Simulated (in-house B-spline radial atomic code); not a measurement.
Values are calculated unless marked as measured or tabulated.
Si in an electron gas of r_s = 3: phase shifts, screening, friction and resistivity

A nucleus sits in a uniform electron gas with a rigid positive background. The Kohn-Sham equations are solved self-consistently in the spin-unpolarised LDA (PW92), non-relativistic, on B-splines with outgoing waves at the boundary and partial waves to l = 8. The model has no lattice, no bands and no magnetic solution. Atomic units; δ_l are the phase shifts at the Fermi level, counted so that each bound state adds π, and good to about 0.0005.

The density parameter is r_s = 3 bohr, near that of the valence electrons of Ag (1 per atom, density 10.5 g/cm³, mass 107.87 u, which gives r_s = 3.02).

```json
{"l": "0", "δ_l (rad)": "7.5506"}
{"l": "1", "δ_l (rad)": "4.6216"}
{"l": "2", "δ_l (rad)": "0.1025"}
{"l": "3", "δ_l (rad)": "0.0086"}
{"l": "4", "δ_l (rad)": "0.0008"}
{"l": "5", "δ_l (rad)": "0.0002"}
{"l": "6", "δ_l (rad)": "0.0002"}
{"l": "7", "δ_l (rad)": "0.0002"}
{"l": "8", "δ_l (rad)": "0.0002"}
```

Bound levels below the band bottom (hartree): s -64.77, s -4.687, p -3.125, s -0.1026.

**Question.** Check the Friedel sum rule, and say where the screening charge sits.

**Answer.** k_F = (9π/4)^(1/3)/r_s = 0.63972. The rule is Z = (2/π) Σ (2l + 1) δ_l. The terms are s 4.807, p 8.827, d 0.326, f 0.038 and 0.012 beyond, in all 14.010 against Z = 14. Bound states hold 6 s, 6 p, 0 d electrons, so the scattering states carry 2.01 in all; where a term is smaller than its bound count, the bound level has drawn weight out of the band.

**Question.** Find the transport cross section and the electronic stopping of a 5 keV Si ion (mass 28.09 u).

**Answer.** σ_tr = (4π/k_F²) Σ (l + 1) sin²(δ_l − δ_(l+1)). The terms for l = 0 to 3 are 0.0445, 1.9262, 0.0264, 0.0002, all together 1.9973, so σ_tr = 30.707 × 1.9973 = 61.331 bohr². With n = 3/(4π r_s³) = 0.008842, the friction coefficient is Q = n k_F σ_tr = 0.3469. For v well below v_F = 0.640, dE/dx = Q v; with 24801 eV per u at v = 1, v = √(5000/(24801 × 28.09)) = 0.0847, so dE/dx = 0.02939 hartree/bohr = 15.1 eV/nm. The largest term couples the p and d waves.

**Question.** What residual resistivity would 1 atomic per cent of such centres give in Ag?

**Answer.** Δρ = k_F n_i σ_tr/n in atomic units of 21.74 μΩ·cm. With one host atom per 1 electron, n_i/n = 0.01/1, so Δρ = 0.6397 × 0.01000 × 61.331 × 21.74 = 8.53 μΩ·cm. This is an atom added to the gas, as on an interstitial site.

**Question.** On a substitutional site the background of one host ion, a sphere holding 1 charge, is taken out. The phase shifts for l = 0 to 4 become 7.4507, 4.2762, 0.0302, -0.0011, 0.0000. What follows?

**Answer.** The Friedel sum is now 13.00, for Z − 1 = 13. The sum in σ_tr is 1.5996, so σ_tr = 49.12 bohr² and Δρ = 6.83 μΩ·cm per atomic per cent, 0.80 times the value above. A real host ion scatters too, so this model doesn't give zero even for the host's own atom.
